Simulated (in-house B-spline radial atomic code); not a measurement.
Computed with a B-spline radial atomic code. Model: two electrons, singlet ground state, non-relativistic, full CI in B-splines with partial waves to l = 8 (at full coupling up to 3e-4 hartree above the limit, correlation up to 0.6 % small), density held at that of full coupling by Lieb maximisation.

W(λ) is the mean repulsion in the state of coupling λ less the Hartree energy of the fixed density. Its start is exact exchange, its initial slope is twice the second-order Görling-Levy correlation energy, and its area from 0 to 1 is E_xc. A straight curve means weak, dynamic correlation, and a curve that drops fast and flattens means strong correlation.

Command:
```bash
python run_ac.py task.json out
```
Settings (lengths in bohr, energies in hartree):
```
potential              dot
strength               0.0113
lmax                   8
second                 0.3
```

Run time, properties included: 37 s on 1 thread of Intel(R) Xeon(R) Processor @ 2.30GHz, on a shared host.

**W = mean repulsion less Hartree energy, and W of three functionals.**

Given: confinement charge in harmonic well; well frequency 0.0113 hartree; nuclear charge 0.3; external potential omega^2 r^2/2 - Z/r.

Computed: LDA exchange minus exact 9.4823 millihartree; SCAN exchange minus exact -3.7859 millihartree.

```json
{"coupling": "0", "W xc (hartree)": "-0.090041", "W xc minus exchange (millihartree)": "0", "kinetic minus Kohn-Sham (millihartree)": "0", "LDA (PW92) W minus its exchange (millihartree)": "0", "PBE W minus its exchange (millihartree)": "0", "SCAN W minus its exchange (millihartree)": "0"}
{"coupling": "0.02", "W xc (hartree)": "-0.092766", "W xc minus exchange (millihartree)": "-2.725", "kinetic minus Kohn-Sham (millihartree)": "0.03", "LDA (PW92) W minus its exchange (millihartree)": "-6.35", "PBE W minus its exchange (millihartree)": "-1.57", "SCAN W minus its exchange (millihartree)": "-1.68"}
{"coupling": "0.05", "W xc (hartree)": "-0.096319", "W xc minus exchange (millihartree)": "-6.278", "kinetic minus Kohn-Sham (millihartree)": "0.15", "LDA (PW92) W minus its exchange (millihartree)": "-11.44", "PBE W minus its exchange (millihartree)": "-3.79", "SCAN W minus its exchange (millihartree)": "-3.84"}
{"coupling": "0.12", "W xc (hartree)": "-0.10254", "W xc minus exchange (millihartree)": "-12.499", "kinetic minus Kohn-Sham (millihartree)": "0.66", "LDA (PW92) W minus its exchange (millihartree)": "-18.77", "PBE W minus its exchange (millihartree)": "-8.08", "SCAN W minus its exchange (millihartree)": "-7.8"}
{"coupling": "0.25", "W xc (hartree)": "-0.10921", "W xc minus exchange (millihartree)": "-19.173", "kinetic minus Kohn-Sham (millihartree)": "1.85", "LDA (PW92) W minus its exchange (millihartree)": "-26.66", "PBE W minus its exchange (millihartree)": "-13.8", "SCAN W minus its exchange (millihartree)": "-12.88"}
{"coupling": "0.4", "W xc (hartree)": "-0.11326", "W xc minus exchange (millihartree)": "-23.218", "kinetic minus Kohn-Sham (millihartree)": "3.13", "LDA (PW92) W minus its exchange (millihartree)": "-32.25", "PBE W minus its exchange (millihartree)": "-18.35", "SCAN W minus its exchange (millihartree)": "-16.8"}
{"coupling": "0.6", "W xc (hartree)": "?", "W xc minus exchange (millihartree)": "?", "kinetic minus Kohn-Sham (millihartree)": "?", "LDA (PW92) W minus its exchange (millihartree)": "?", "PBE W minus its exchange (millihartree)": "?", "SCAN W minus its exchange (millihartree)": "?"}
{"coupling": "0.8", "W xc (hartree)": "-0.11819", "W xc minus exchange (millihartree)": "-28.144", "kinetic minus Kohn-Sham (millihartree)": "5.93", "LDA (PW92) W minus its exchange (millihartree)": "-40.61", "PBE W minus its exchange (millihartree)": "-25.68", "SCAN W minus its exchange (millihartree)": "-22.76"}
{"coupling": "1", "W xc (hartree)": "-0.11952", "W xc minus exchange (millihartree)": "-29.474", "kinetic minus Kohn-Sham (millihartree)": "7.12", "LDA (PW92) W minus its exchange (millihartree)": "-43.21", "PBE W minus its exchange (millihartree)": "-28.06", "SCAN W minus its exchange (millihartree)": "-24.56"}
{"coupling": "1.4", "W xc (hartree)": "?", "W xc minus exchange (millihartree)": "?", "kinetic minus Kohn-Sham (millihartree)": "?", "LDA (PW92) W minus its exchange (millihartree)": "?", "PBE W minus its exchange (millihartree)": "?", "SCAN W minus its exchange (millihartree)": "?"}
{"coupling": "2", "W xc (hartree)": "-0.12303", "W xc minus exchange (millihartree)": "-32.987", "kinetic minus Kohn-Sham (millihartree)": "12.12", "LDA (PW92) W minus its exchange (millihartree)": "-50.66", "PBE W minus its exchange (millihartree)": "-35.03", "SCAN W minus its exchange (millihartree)": "-29.23"}
```

(1) What belongs in the row 0.6?

(2) What belongs in the row 1.4?

(3) What is the PBE exchange minus exact?

**Energy parts, natural occupations and partial-wave weights.**

Computed: total energy 0.0209 hartree; exchange energy -0.090041 hartree; correlation energy -0.02235 hartree; Hartree energy 0.18008 hartree; Kohn-Sham kinetic 0.033781 hartree; Lieb Oxford ratio E_xc over LDA exchange 1.3951.

| natural | occupation of the shell (electrons) |
| --- | --- |
| s | 1.5435 |
| s | 0.31664 |
| p | 0.13833 |
| p | ? |
| s | 0.0006626 |
| d | 3.3216e-05 |

(4) What belongs in the row p?

| wave | weight |
| --- | --- |
| s | 0.93042 |
| p | 0.069548 |
| d | ? |
| f | 5.5596e-06 |
| g | 1.3457e-06 |

(5) What belongs in the row d?

(6) What is the kinetic part over minus potential part?

(7) What is the kinetic part of the DFT correlation energy?

Results:

(1) W xc (hartree): -0.1163; W xc minus exchange (millihartree): -26.254; kinetic minus Kohn-Sham (millihartree): 4.62; LDA (PW92) W minus its exchange (millihartree): -37.17; PBE W minus its exchange (millihartree): -22.6; SCAN W minus its exchange (millihartree): -20.33.

(2) W xc (hartree): -0.12133; W xc minus exchange (millihartree): -31.287; kinetic minus Kohn-Sham (millihartree): 9.27; LDA (PW92) W minus its exchange (millihartree): -46.95; PBE W minus its exchange (millihartree): -31.54; SCAN W minus its exchange (millihartree): -27.02.

(3) -3.8412 millihartree.

(4) occupation of the shell (electrons): 0.00076331.

(5) weight: 2.6767e-05.

(6) 0.24172.

(7) 0.0071245 hartree.

Half-way to full coupling W has made 84 % of its drop, against 50 % for a straight line, and second-order (GL2) theory, half the initial slope, overshoots the correlation energy by about 221 %: correlation is strong. Over couplings 0 to 1 the errors in E_xc come to about -0.2 millihartree for LDA, -0.3 millihartree for PBE, +1.6 millihartree for SCAN. In LDA and PBE and SCAN the errors of exchange and correlation have opposite signs, so the sum is smaller than the larger of the two.
